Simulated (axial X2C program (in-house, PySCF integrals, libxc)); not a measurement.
**Spin–orbit effects down a group: molecules with Mg (ions), CCSD(T)**

Calculated with an in-house relativistic program for diatomic molecules, spin-free (one-electron X2C) or two-component (2c: spin–orbit coupling with atomic mean-field Coulomb and Gaunt terms, which also bring small scalar terms), in Dyall basis sets with cores contracted in-house; open shells are unrestricted.

Basis sets: Br dyall-acv3z, Cl dyall-av3z, F dyall-av3z, I dyall-acv3z, Mg dyall-av3z. Frozen shells (counts by l): MgF⁻ Mg 2s1p, F 1s, 10 electrons correlated; MgCl⁻ Cl 2s1p, Mg 2s1p, 10 electrons correlated; MgBr⁻ Br 3s2p1d, Mg 2s1p, 10 electrons correlated; MgI⁻ I 4s3p2d, Mg 2s1p, 10 electrons correlated. Coupled cluster in natural virtuals with an MP2 remainder. Where the outer core of a metal is frozen, bonds come out longer and ionisation energies lower.

```json
{"molecule": "MgF⁻", "spin-free state": "M_S = 0, Λ = 0", "Re (Å)": "1.830", "ωe (cm⁻¹)": "578.0", "De (eV)": "2.61", "2c state": "Ω = 0", "Re 2c (Å)": "1.830", "ωe 2c (cm⁻¹)": "577.4", "De 2c (eV)": "2.61"}
{"molecule": "MgCl⁻", "spin-free state": "M_S = 0, Λ = 0", "Re (Å)": "2.381", "ωe (cm⁻¹)": "307.7", "De (eV)": "1.33", "2c state": "Ω = 0", "Re 2c (Å)": "2.381", "ωe 2c (cm⁻¹)": "307.6", "De 2c (eV)": "1.33"}
{"molecule": "MgBr⁻", "spin-free state": "M_S = 0, Λ = 0", "Re (Å)": "2.583", "ωe (cm⁻¹)": "227.3", "De (eV)": "1.07", "2c state": "Ω = 0", "Re 2c (Å)": "2.584", "ωe 2c (cm⁻¹)": "227.0", "De 2c (eV)": "1.06"}
{"molecule": "MgI⁻", "spin-free state": "M_S = 0, Λ = 0", "Re (Å)": "2.903", "ωe (cm⁻¹)": "167.0", "De (eV)": "0.77", "2c state": "Ω = 0", "Re 2c (Å)": "2.906", "ωe 2c (cm⁻¹)": "166.2", "De 2c (eV)": "0.76"}
```

**Question.** Work out the shifts from the spin-free to the two-component result.

**Answer.** 

```
molecule  2c state  ΔRe (Å)  Δωe (cm⁻¹)  ΔDe (eV)
    MgF⁻     Ω = 0    0.000       noise      0.00
   MgCl⁻     Ω = 0    0.000        -0.1      0.00
   MgBr⁻     Ω = 0    0.001        -0.3     -0.01
    MgI⁻     Ω = 0    0.003        -0.8     -0.01
```

Shifts of one unit in the last digit are rounding. Where the truncated virtual spaces of the two runs make Δωe unreliable it is marked noise.

Fragments in 2c: Mg + F-, Cl- + Mg, Br- + Mg, I- + Mg. Each entry is the lowest single determinant of a limited PBE0 search at one distance. De goes to single-determinant-based atoms at the same level (for ions the charge split of lowest energy) and is withheld (n/a) where an atom does not fit its ground term or J level. Main or longest-lived isotopes.
